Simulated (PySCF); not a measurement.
Stick spectrum of a doublet radical in fast tumbling, microwave frequency 9.732 GHz, simulated to first order from computed parameters.

```
   344.26    1 ##
   344.67    4 ##########
   344.94    2 #####
   345.08    6 ###############
   345.35    8 ####################
   345.49    4 ##########
   345.62    1 ##
   345.76   12 ##############################
   345.90    1 ##
   346.03    4 ##########
   346.17    8 ####################
   346.44    6 ###############
   346.56    1 ##
   346.58    2 #####
   346.85    4 ##########
   346.97    4 ##########
   347.24    2 #####
   347.26    1 ##
   347.38    6 ###############
   347.65    8 ####################
   347.79    4 ##########
   347.92    1 ##
   348.06   12 ##############################
   348.20    1 ##
   348.33    4 ##########
   348.47    8 ####################
   348.74    6 ###############
   348.88    2 #####
   349.15    4 ##########
   349.56    1 ##
```
Columns: field (mT), relative intensity.

Q: What is g?

A: The pattern is symmetric about 346.91 mT, so g = hν/(μB·B0) = 9732/(13.99624 × 346.91) ≈ 2.0043, a shift of +2.0 × 10⁻³ from the free-electron value.

Q: Take the pattern apart into splittings.

A: The first two lines at either end are about 0.41 mT apart, which is the smallest coupling, and their intensity ratio 1:4 counts the nuclei that share it. In full: a 1:1 doublet of 2.30 mT (65 MHz), from 1 nucleus of spin 1/2; a 1:2:1 triplet of 0.68 mT (19 MHz), from 2 nuclei of spin 1/2; a 1:4:6:4:1 quintet of 0.41 mT (11 MHz), from 4 nuclei of spin 1/2. Check: Σ 2nI·a is the distance from the first to the last line, 5.29 mT.

Q: The radical has the formula CH6FSi3. Propose a structure, and say which nuclei carry the couplings.

A: The pattern alone needn't single out one isomer; the structure behind this simulation is `F[Si]1[SiH2]C[SiH2]1` [radical], numbered [F:1][Si:2]1[SiH2:3][CH2:4][SiH2:5]1 (hydrogens: H6, H7 on Si3; H8, H9 on C4; H10, H11 on Si5). 2.30 mT: 19F at F1 (1 bond from Si2; computed sign +); 0.68 mT: 1H at H8/H9 (3 bonds from Si2; computed sign +); 0.41 mT: 1H at H6/H7/H10/H11 (2 bonds from Si2; computed sign +). The Mulliken spin populations are largest on Si2 (+0.72), Si3 (+0.08) and Si5 (+0.08). No atom but Si2 exceeds +0.15. The angles at Si2 add up to 306.0°, so it is pyramidal.

Method used: UKS B3LYP, pcH-1 on C F H Si, non-relativistic, mean-field spin-orbit, GIAO (PySCF 2.14.0). Isolated species at its GFN2-xTB geometry (one conformer only). Couplings are sensitive to structure, and on GFN2-xTB geometries they can be far from those on DFT ones, by a factor of two or more for some ions and for spin on atoms past the first row. Stability of the SCF solution: not tested.

Means are taken over nuclei equivalent by connectivity, which assumes that they swap fast. The 1H value of +11.5 MHz is a mean of couplings from -7.0 to 29.9 MHz in this one geometry, not an average over conformers. The 1H value of +19.1 MHz is a mean of couplings from 4.9 to 33.2 MHz in this one geometry, not an average over conformers.

Rare isotopes and splittings under 0.04 mT were left out of the simulation.
